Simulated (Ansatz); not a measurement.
```yaml
crystal:
  periodic: [false, false, false]
  atoms:
    - {symbol: O, position_ang: [-2.484880, 1.874094, 0.672455]}
    - {symbol: In, position_ang: [-0.721718, 1.048249, 0.498901]}
    - {symbol: F, position_ang: [0.793243, 1.953163, 1.318227]}
    - {symbol: O, position_ang: [-0.343325, -0.619017, -0.430619]}
    - {symbol: Si, position_ang: [0.991392, -1.520386, -0.732579]}
    - {symbol: H, position_ang: [-2.434837, 2.694060, 1.172982]}
    - {symbol: H, position_ang: [2.000325, -0.745007, -1.506187]}
    - {symbol: H, position_ang: [0.572990, -2.704382, -1.526190]}
    - {symbol: H, position_ang: [1.626808, -1.980764, 0.533019]}
basis:
  gaussian: {orbitals: def2-TZVPP}
magnetization: {spin_polarized: true, initial_magnetization: 2}
hamiltonian: {xc: {name: HF}, dispersion: d2}
```

```sh
$ ansatz run in.yaml --threads 4 --pin off --events-out ev --progress --plain --max-ram 10444MiB
```

**Question.** How does Ansatz answer? (Estimate.)

**Answer.** Computed: The program refused the input.
```
Error: YAML parse error: error: line 16 column 43: hamiltonian.dispersion: `d2` is not `none`, `rvv10`, `d3bj`, `d3bjatm`, `d4` or a map `{method: …, s8: …, a1: …, a2_bohr: …}` (numbers without units, a2 in bohr) or `{method: …, functional: …}`
14 |   gaussian: {orbitals: def2-TZVPP}
15 | magnetization: {spin_polarized: true, initial_magnetization: 2}
16 | hamiltonian: {xc: {name: HF}, dispersion: d2}
```
